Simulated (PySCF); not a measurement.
# Orbital picture of SnI

UHF at R = 2.724 Å; PySCF, scalar-relativistic core potentials, basis sets Sn def2-TZVPPD with ECP28, I def2-TZVPPD with ECP28. State: ²Π (doublet), unpaired electrons π ↑. Only the outer orbitals are listed, counted within each symmetry, core potentials removing the inner ones.

```json
{"spin": "α", "orbital": "7σ", "occ.": "1", "ε (eV)": "-23.81", "on Sn (%)": "8", "main shells (%)": "92 I s"}
{"spin": "α", "orbital": "8σ", "occ.": "1", "ε (eV)": "-15.89", "on Sn (%)": "83", "main shells (%)": "82 Sn s, 13 I p"}
{"spin": "α", "orbital": "5π", "occ.": "1", "ε (eV)": "-10.43", "on Sn (%)": "15", "main shells (%)": "84 I p, 15 Sn p"}
{"spin": "α", "orbital": "9σ", "occ.": "1", "ε (eV)": "-10.13", "on Sn (%)": "40", "main shells (%)": "58 I p, 26 Sn p, 12 Sn s"}
{"spin": "α", "orbital": "5π", "occ.": "1", "ε (eV)": "-10.06", "on Sn (%)": "6", "main shells (%)": "94 I p"}
{"spin": "α", "orbital": "6π", "occ.": "1", "ε (eV)": "-7.30", "on Sn (%)": "87", "main shells (%)": "86 Sn p, 14 I p"}
{"spin": "α", "orbital": "6π", "occ.": "0", "ε (eV)": "-0.59", "on Sn (%)": "93", "main shells (%)": "91 Sn p"}
{"spin": "α", "orbital": "10σ", "occ.": "0", "ε (eV)": "1.06", "on Sn (%)": "47", "main shells (%)": "53 I p, 40 Sn p"}
{"spin": "β", "orbital": "7σ", "occ.": "1", "ε (eV)": "-23.71", "on Sn (%)": "6", "main shells (%)": "94 I s"}
{"spin": "β", "orbital": "8σ", "occ.": "1", "ε (eV)": "-14.41", "on Sn (%)": "73", "main shells (%)": "73 Sn s, 23 I p"}
{"spin": "β", "orbital": "5π", "occ.": "1", "ε (eV)": "-10.07", "on Sn (%)": "5", "main shells (%)": "95 I p"}
{"spin": "β", "orbital": "5π", "occ.": "1", "ε (eV)": "-9.92", "on Sn (%)": "3", "main shells (%)": "96 I p"}
{"spin": "β", "orbital": "9σ", "occ.": "1", "ε (eV)": "-9.77", "on Sn (%)": "48", "main shells (%)": "51 I p, 24 Sn p, 23 Sn s"}
{"spin": "β", "orbital": "6π", "occ.": "0", "ε (eV)": "-0.28", "on Sn (%)": "91", "main shells (%)": "89 Sn p"}
{"spin": "β", "orbital": "6π", "occ.": "0", "ε (eV)": "0.68", "on Sn (%)": "80", "main shells (%)": "76 Sn p, 13 I p"}
{"spin": "β", "orbital": "10σ", "occ.": "0", "ε (eV)": "1.21", "on Sn (%)": "43", "main shells (%)": "87 I p, 49 Sn p"}
```

Q: Which are the highest filled and the lowest empty level, where do they sit, and how wide is the gap?

A: Highest filled α 6π at -7.30 eV (in %: 86 Sn p, 14 I p); lowest empty α 6π at -0.59 eV (in %: 91 Sn p); the gap at UHF is 6.71 eV. Both belong to one degenerate shell, split only by its one-sided filling, so this is no excitation gap.

```
bond order (Mayer)                              : 0.91
⟨S²⟩                                            : 0.765
charge on Sn (Mulliken, basis-dependent)        : 0.27
charge on Sn (Löwdin, basis-dependent)          : 0.18
dipole moment (positive dipole means Sn(−)I(+)) : -2.71 D
polarisability along the bond                   : 114.3 bohr³
polarisability across the bond                  : 70.0 bohr³
```

Spin–orbit coupling is left out. The state was picked by a PBE0 search and need not be the measured ground state.
